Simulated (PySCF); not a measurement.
Os(CO) (COOs), SMILES [O+]#[C-]->[Os] (connectivity only; charge and spin as stated), neutral, multiplicity 3. Geometry: B3LYP-D3(BJ)/def2-TZVP. The multiplicity is an assumed one; other spin states were not compared. The def2 effective core potentials stand for the cores of Os; spin–orbit coupling is left out.

Computed with PySCF with B3LYP-D3(BJ)/def2-TZVP.

Harmonic wavenumbers (cm⁻¹): 451, 451, 606, 2036. Rotational constants (GHz): 3.245 (linear); symmetry number 1.

Task: Work out the zero-point energy and the ideal-gas rigid-rotor harmonic-oscillator thermochemistry at 298.15 K and 1 atm.

Result: ZPE = ½ Σ hcν = ½ × 3544 cm⁻¹ = 21.20 kJ/mol. H − E(el) = 31.67 kJ/mol. Entropy in J/(mol K): translation 175.91, rotation 71.15, vibration 8.48, spin 9.13, total 264.68. G − E(el) = -47.24 kJ/mol. Cp = 44.78 J/(mol K).
